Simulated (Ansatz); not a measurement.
`[SiH3]O[Si]O[SiH3]` + `OBS` → `O[Si]O[SiH3]` + `[SiH3]OBS`  (redistribution)

Computed with Ansatz on PBE0-D4/def2-TZVP structures; ΔE is electronic, products minus reactants. CCSD(T)/CBS adds triple-zeta CCSD(T) − MP2 to the extrapolated MP2 energy (def2 sets, frozen cores). This one scheme is used for every species. DFT in def2-TZVPP. B3LYP here is the variant with VWN-RPA as its local correlation; programs differ in this. Each species was taken in one conformer, which may not be the lowest.

`[SiH3]O[Si]O[SiH3]`:

Cartesian coordinates in Å:
```
Si 2.208 -1.656 -0.876
O 1.025 -0.620 -0.400
Si 0.581 0.943 -0.176
O -0.949 0.742 0.379
Si -2.324 1.468 0.911
H 3.421 -0.907 -1.298
H 1.707 -2.464 -2.015
H 2.550 -2.547 0.259
H -3.443 1.092 0.013
H -2.167 2.946 0.912
H -2.609 1.002 2.290
```

`OBS`:

Cartesian coordinates in Å:
```
O 0.521 -0.903 -1.070
B 0.386 0.029 -0.102
S -1.205 0.314 0.719
H -0.279 -1.392 -1.284
H 1.348 0.665 0.202
H -0.771 1.286 1.534
```

`O[Si]O[SiH3]`:

```xyz
8

O     0.560   -2.274   -1.504
Si   -0.307   -1.814   -0.186
O     0.038   -0.196   -0.122
Si   -0.274    1.163    0.753
H     1.070   -1.604   -1.971
H     1.006    1.696    1.283
H    -1.189    0.858    1.883
H    -0.903    2.171   -0.136
```

`[SiH3]OBS`:

Z-matrix (Å, degrees):
```
Si
O 1 1.646
H 1 1.481 2 108.1
H 1 1.488 2 111.3 3 120.2
H 1 1.481 2 107.9 3 -119.6
B 2 1.348 1 142.0 3 -116.4
S 6 1.807 2 125.7 1 -0.2
H 6 1.196 2 119.3 1 179.8
H 7 1.345 6 98.4 2 -0.1
```

| level | ΔE (kJ/mol) |
| --- | --- |
| B3LYP-D4 | 10.7 |
| CAM-B3LYP-D4 | 10.9 |
| ωB97X-V | 10.8 |
| ωB97M-V | 10.3 |
| RPA@PBE/def2-TZVPP | 12.1 |
| HF/def2-TZVPP | 15.3 |
| CCSD/def2-TZVPP | 12.1 |
| HF/CBS(def2) | 16.2 |

Q: What does CCSD(T)/CBS give? (An estimate is asked.)

A: The calculation gave: +10.7 kJ/mol. The listed levels differ from it by 0.0, 0.2, 0.1, -0.4, 1.4, 4.6, 1.4, 5.5 kJ/mol.

Largest T1 diagnostic among the species: 0.014.

In def2-TZVPP, CCSD(T) changes the Hartree–Fock value by −3.7 kJ/mol (the triples alone add −0.6 kJ/mol) and MP2 by −4.1 kJ/mol. Leaving LDA and LC-ωPBE aside and taking each functional with its dispersion term where it has one, the values, not all of them listed here, spread over 2.6 kJ/mol, from BLYP-D4 to r2SCAN0-D4. LDA lies −4.0 kJ/mol from PBE without D4.
